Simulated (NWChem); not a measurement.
Program: NWChem. System: H2B, charge 0, spin multiplicity 2, at a geometry optimised with UPBE0/def2-SVP. The structure started from a generated list of species. Its SCF solution wasn't tested for a lower state. Level: G0W0@UPBE/def2-TZVPD, RI basis def2-tzvpd-rifit.

NWChem printed:

```
             Northwest Computational Chemistry Package (NWChem) 7.3.0
             --------------------------------------------------------

                                NWChem Input Module
                                -------------------

 Scaling coordinates for geometry "geometry" by  1.889725989
 (inverse scale =  0.529177249)

 Turning off AUTOSYM since
 SYMMETRY directive was detected!

                             Geometry "geometry" -> ""
                             -------------------------

 Output coordinates in angstroms (scale by  1.889725989 to convert to a.u.)

  No.       Tag          Charge          X              Y              Z
 ---- ---------------- ---------- -------------- -------------- --------------
    1 B                    5.0000     0.00000000     0.00000000     0.14782800
    2 H                    1.0000     1.08821500     0.00000000    -0.36957000
    3 H                    1.0000    -1.08821500     0.00000000    -0.36957000

 Effective nuclear repulsion energy (a.u.)       4.6348224837

            Nuclear Dipole moment (a.u.)
            ----------------------------
        X                 Y               Z
 ---------------- ---------------- ----------------
     0.0000000000     0.0000000000     0.0000000000

      Symmetry information
      --------------------

 Group name             C2v
 Group number             16
 Group order               4
 No. of unique centers     2

      Symmetry unique atoms

     1    2


 Summary of "ao basis" -> "" (spherical)
 ------------------------------------------------------------------------------
       Tag                 Description            Shells   Functions and Types
 ---------------- ------------------------------  ------  ---------------------
 *                         def2-tzvpd                 on all atoms

 new library libraries.bse/

 Summary of "ri basis" -> "" (spherical)
 ------------------------------------------------------------------------------
       Tag                 Description            Shells   Functions and Types
 ---------------- ------------------------------  ------  ---------------------
 *                      def2-tzvpd-rifit              on all atoms

  pbe96 is a nonlocal functional; adding pw91lda local functional.

                                 NWChem DFT Module
                                 -----------------

 Summary of "ao basis" -> "ao basis" (spherical)
 ------------------------------------------------------------------------------
[...]
      <S2> =      0.7518 (Exact =     0.7500)

 center of mass
 --------------
 x =   0.00000000 y =   0.00000000 z =   0.12804627

 moments of inertia (a.u.)
 ------------------
           1.628718345441           0.000000000000           0.000000000000
           0.000000000000          10.152694189720           0.000000000000
           0.000000000000           0.000000000000           8.523975844279

     Multipole analysis of the density
     ---------------------------------

     L   x y z        total         alpha         beta         nuclear
     -   - - -        -----         -----         ----         -------
     0   0 0 0     -0.000000     -4.000000     -3.000000      7.000000

     1   1 0 0      0.000000      0.000000      0.000000      0.000000
     1   0 1 0     -0.000000     -0.000000     -0.000000      0.000000
     1   0 0 1     -0.190036     -0.615920      0.425884      0.000000

     2   2 0 0     -6.239645     -7.983684     -6.713754      8.457794
     2   1 1 0     -0.000000     -0.000000     -0.000000      0.000000
     2   1 0 1      0.000000     -0.000000      0.000000      0.000000
     2   0 2 0     -5.085748     -3.183966     -1.901782      0.000000
     2   0 1 1     -0.000000     -0.000000      0.000000      0.000000
     2   0 0 2     -7.131038     -6.233487     -2.263231      1.365681

 Task  times  cpu:        1.2s     wall:        1.2s

                                NWChem Input Module
                                -------------------

                                 NWChem GW Module
                                 ----------------

                             ***********************
                             ***        GW       ***
                             ***********************

 Summary of "ri basis" -> "ri basis" (spherical)
 ------------------------------------------------------------------------------
       Tag                 Description            Shells   Functions and Types
 ---------------- ------------------------------  ------  ---------------------
 B                      def2-tzvpd-rifit            26       92   9s7p5d4f1g
 H                      def2-tzvpd-rifit            10       24   5s3p2d

                 Memory Information
                 ------------------
          Available GA per process is          1700.0 MBs
          Available stack per process is        700.0 MBs
          Available heap per process is           0.0 MBs

          Peak memory in Initialization
              Peak GA per process is                  0.8 MBs
              Peak stack per process is               0.0 MBs
              Peak heap per process is                0.9 MBs
              Memory not in MA per process            0.0 MBs

          Peak memory in AFF Calculation
              Peak GA per process is                  2.0 MBs
              Peak stack per process is               1.0 MBs
              Peak heap per process is                0.0 MBs
              Memory not in MA per process            1.0 MBs

          Computing 2-center integrals
          Computing Inverse Cholesky factor
          Computing 3-center integrals
          Computing V_xc ...

          Computing Sigma_x
          Computing RPA polarizability
          Solving quasiparticle equations

                  Alpha Orbitals
          State     Energy (eV)     Error (eV)
          -----------------------------------
@GW         1       -189.432           0.004
@GW         2        -16.322           0.003
@GW         3        -13.252           0.004
@GW         4         -8.416           0.002
@GW         5         -0.158           0.002
@GW         6          1.372           0.003

                   Beta Orbitals
          State     Energy (eV)     Error (eV)
          -----------------------------------
@GW         1       -189.112           0.004
@GW         2        -15.826           0.002
@GW         3        -12.912           0.003
@GW         4          0.558           0.003
@GW         5          0.492           0.002

   Applying   3.3170 eV scissor-shift to rest of hole states

   Applying   3.3949 eV scissor-shift to rest of hole states

     GW Timing Statistics
   ------------------------
   Init.   :          0.1s
     ERIs  :          0.1s
     Distr.:          0.0s
     Vxc   :          0.1s
   Sigma_x :          0.0s
   RPA     :          0.0s
   Wmn     :          0.0s
   Sigma_c :          0.0s
   GW total:          0.3s

 Task  times  cpu:        0.3s     wall:        0.3s

 Total times  cpu:        1.5s     wall:        1.5s
```

**Question.** Write an NWChem input that would produce this output.

**Answer.** One answer among several that fit: 
```
start mol
memory heap 200 mb stack 700 mb global 1700 mb
geometry units angstroms nocenter noautoz
  B      0.000000     0.000000     0.147828
  H      1.088215     0.000000    -0.369570
  H     -1.088215     0.000000    -0.369570
  symmetry group C2v
end
basis spherical
  * library def2-tzvpd
end
basis "ri basis" bse spherical
  * library def2-tzvpd-rifit
end
dft
  xc xpbe96 cpbe96
  odft
  mult 2
  iterations 100
  direct
  tolerances tight
end
task dft energy
gw
  states alpha occ 4 vir 2
  states beta occ 4 vir 2
end
task dft gw
```
